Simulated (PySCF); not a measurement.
# Cl(2+): excitation energy

Cl(2+) [Ne] 3s2 3p3 (4S) → Cl(2+) [Ne] 3s1 3p3 3d1 (6D), as a difference of total energies. All numbers are calculated (PySCF 2.14, no relativity, point nucleus, in aug-cc-pV(T+d)Z with one added diffuse shell each of s, p, d, f type (7s6p5d3f, 71 functions)). Correlated levels: valence: [Ne] frozen. The calculations carry no spin-orbit coupling.

| method | excitation energy (eV) |
| --- | --- |
| UHF | 23.910 |
| MP2 (valence) | 25.715 |
| SCS-MP2 (valence) | 26.189 |
| CCSD (valence) | 26.029 |
| CCSD(T) (valence) | 26.112 |

How much does correlation contribute at CCSD(T) (valence)?

26.112 − (23.910) = 2.202 eV, measured against UHF.

The promoted electron is Rydberg-like, and one or two diffuse shells describe it only roughly, which tends to raise the upper state.
